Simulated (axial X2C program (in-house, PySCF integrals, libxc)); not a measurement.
**What spin–orbit coupling does to CSe⁻**

Computed with an in-house relativistic program for diatomic molecules. Spin-free means the one-electron spin-free X2C Hamiltonian; two-component (2c) means X2C with spin–orbit coupling and atomic mean-field two-electron Coulomb and Gaunt terms, so the difference of the two also holds small scalar two-electron terms. Basis: Se dyall-acv3z [9s10p7d5f1g], C dyall-av3z [8s7p3d2f] (cores contracted in-house); Gaussian nuclei, density fitting, unrestricted open shells. Masses: Se 79.917 u, C 12.000 u.

Spin-free state: M_S = 1/2, Λ = 1 (beyond evenly filled blocks: π+α); fragments Se- + C.

```csv
level,Re (Å),ωe (cm⁻¹),De (eV),μ (D)
PBE0,1.770,822.9,4.574,-3.67
M06,1.769,817.7,4.450,-3.72
```

Dipoles are positive if C is the positive end and refer to the centre of mass.

(1) Within this multiplet, which Ω should lie lowest by the rule for regular and inverted multiplets?

Two-component determinant lowest at the distance of the search:

Ω = 1/2 (⟨Sz⟩ = -0.50, ⟨Lz⟩ = 1.00 at PBE0); fragments Se- + C.

```
level  Re (Å)  ωe (cm⁻¹)  De (eV)  μ (D)
 PBE0   1.771      820.5    4.570  -3.74
  M06   1.770      816.0    4.392  -3.78
```

(2) From the two tables, how do the constants change at the PBE0 level (2c against spin-free)?

The state is one determinant whose occupation by symmetry is held fixed; it was picked as the lowest of a PBE0 search that is not exhaustive. De is counted from the lowest determinant-based energies of the atoms at the same level, without counterpoise correction. Density functionals use the spin component along the axis (collinear). A 2c atom that is not at its ground J level misses part of its spin–orbit lowering, and De is too large by that part (0.04 eV or less for light atoms). This holds for PBE0, M06. Without a current term, density functionals place determinants with orbital angular momentum somewhat too high. The highest occupied level of some functionals is positive through self-interaction error; at Hartree–Fock it is bound.

Results:

(1) The open π shell holds one electron, so the multiplet is regular: Ω = Λ − 1/2 = 1/2. The PBE0 2c search agrees, though Ω = 3/2 of the search lies only 0.06 eV higher.

(2) At the PBE0 level Re goes up by 0.001 Å and ωe goes down by 2.4 cm⁻¹; De is not compared, since the atomic limits differ or miss part of their spin–orbit lowering.
